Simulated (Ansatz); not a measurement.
Consider the hydrogenolysis of a B–N bond: `CNBN` + H₂ → `BN` + CH₃NH₂.

Program: Ansatz. Geometries: PBE0-D4/def2-TZVP. ΔE: electronic, gas phase. CCSD(T)/CBS adds triple-zeta CCSD(T) − MP2 to the extrapolated MP2 energy (def2 sets, frozen cores). This one scheme is used for every species. Functionals use def2-TZVPP. B3LYP here is the variant with VWN-RPA as its local correlation; programs differ in this. HSE06 is defined as in plane-wave codes. One conformer a species, not always the lowest.

```
             level  ΔE (kcal/mol)  difference from CCSD(T)/CBS
           PBE0-D4           18.3                          0.4
          B3LYP-D4           18.4                          0.5
        r2SCANh-D4           19.2                          1.3
        r2SCAN0-D4           18.9                          1.0
           ωB97X-V           17.6                         -0.3
          PBE-QIDH           18.1                          0.2
              BLYP           16.4                         -1.5
             HSE06           17.3                         -0.6
             BHLYP           16.4                         -1.5
RPA@PBE/def2-TZVPP           16.2                         -1.7
       HF/def2-SVP           15.1                         -2.8
      MP2/def2-SVP           20.0                          2.1
     CCSD/def2-SVP           17.7                         -0.2
     HF/def2-TZVPP           13.9                         -4.0
SCS-MP2/def2-TZVPP           17.5                         -0.4
     HF/def2-QZVPP           14.0                         -3.9
       CCSD(T)/CBS           17.9                            0
```

Largest T1 diagnostic among the species: 0.012.

Leaving LDA and LC-ωPBE aside and taking each functional with its dispersion term where it has one, the values, not all of them listed here, spread over 2.0 kcal/mol, from B2PLYP to r2SCAN-D4. LDA lies +4.1 kcal/mol from PBE without D4. The D4 term adds +1.9 kcal/mol with B3LYP and +1.0 kcal/mol with PBE0; it sums over pairs of atoms, weighted by their polarisabilities, and B3LYP, whose exchange is more repulsive, gets the larger term. In def2-TZVPP, CCSD(T) changes the Hartree–Fock value by +3.6 kcal/mol (the triples alone add +0.8 kcal/mol) and MP2 by +5.1 kcal/mol.
